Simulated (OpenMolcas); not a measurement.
**Mo4+ in a point-charge field**

Mo4+ among 4 point charges of -1 e arranged as a tetrahedron (Td), 2.24 Å from the ion.
```
   1.2933    1.2933    1.2933  -1.00
   1.2933   -1.2933   -1.2933  -1.00
  -1.2933    1.2933   -1.2933  -1.00
  -1.2933   -1.2933    1.2933  -1.00
```

* Program: OpenMolcas
* Method: CASSCF
* Basis: ANO-RCC-VTZP [7s6p4d2f1g]
* Scalar Hamiltonian: DKH2, point nucleus
* Active space: 2 electrons in 5 orbitals (4d)
* State averaging: 2S+1 = 3 even, 10 roots; 2S+1 = 1 even, 15 roots
* Spin-orbit coupling: RASSI with atomic mean-field integrals over the reference wave functions

The lowest spin-free states (labels of Td), above the lowest:

```json
{"State": "3A2", "Degeneracy": "1", "E (cm-1)": "0.0", "Free-ion L (%)": "F (100)"}
{"State": "3T2", "Degeneracy": "3", "E (cm-1)": "1331", "Free-ion L (%)": "F (100)"}
{"State": "3T1", "Degeneracy": "3", "E (cm-1)": "2376", "Free-ion L (%)": "F (100)"}
{"State": "1E", "Degeneracy": "2", "E (cm-1)": "12182", "Free-ion L (%)": "D (96)"}
{"State": "1T2", "Degeneracy": "3", "E (cm-1)": "13130", "Free-ion L (%)": "D (99)"}
{"State": "3T1", "Degeneracy": "3", "E (cm-1)": "14545", "Free-ion L (%)": "P (100)"}
{"State": "1A1", "Degeneracy": "1", "E (cm-1)": "18297", "Free-ion L (%)": "G (100)"}
{"State": "1T1", "Degeneracy": "3", "E (cm-1)": "18624", "Free-ion L (%)": "G (100)"}
{"State": "1E", "Degeneracy": "2", "E (cm-1)": "19082", "Free-ion L (%)": "G (96)"}
{"State": "1T2", "Degeneracy": "3", "E (cm-1)": "19450", "Free-ion L (%)": "G (99)"}
{"State": "1A1", "Degeneracy": "1", "E (cm-1)": "44862", "Free-ion L (%)": "S (100)"}
```

The lowest levels with spin-orbit coupling:

```csv
E (cm-1),Degeneracy,Label,2S+1
0.0,3,T2,3
997.1,2,E,3
1905,1,A2,3
2137,3,T2,3
2177,3,T1,3
3563,3,T2,3
4095,2,E,3
4408,3,T1,3
4674,1,A1,3
12889,2,E,1 (86 %)
13587,3,T2,1 (77 %)
14529,1,A1,3
15121,3,T1,3
16469,2,E,3 (87 %)
16699,3,T2,3 (78 %)
19372,1,A1,1
19695,3,T1,1
20167,2,E,1
20521,3,T2,1
46031,1,A1,1
```

Powder χT (cm3 K/mol): 0.00454 at 2 K, 0.0106 at 10 K, 0.0408 at 50 K, 0.0786 at 100 K, 0.154 at 200 K, 0.228 at 300 K. The effective moment at 300 K is 2.828 √(χT) = 1.35 μB.

The lowest level has 2S+1 = 3, for which the spin-only value is χT = S(S+1) / 2 = 1.000 cm3 K/mol (g = 2). The computed 0.228 at 300 K differs by -0.772, through orbital momentum, spin-orbit coupling and any other state in reach.

A least-squares ligand-field fit to the states below 45000 cm-1, each weighted by its degeneracy and with a free common offset, gives 10Dq = -1324 cm-1 (negative for this site), B = 860 cm-1 and C = 3473 cm-1 (C/B = 4.04), with an rms deviation of 21 cm-1.

Spin-orbit coupling mixes the spin-free states strongly: the lowest level takes only 61 % from its leading state, 3A2. Without dynamic correlation the repulsion within the d shell is too large (B by tens of per cent), so at a given field states of lower spin stand too high. The ground term spreads over less than 5000 cm-1, several times less than with real ligands, so orbital moments are less quenched and χT lies further from the spin-only value than at real sites. Point charges carry no covalency, so the field is a model and not that of real ligands. No measured value stands beside these numbers.
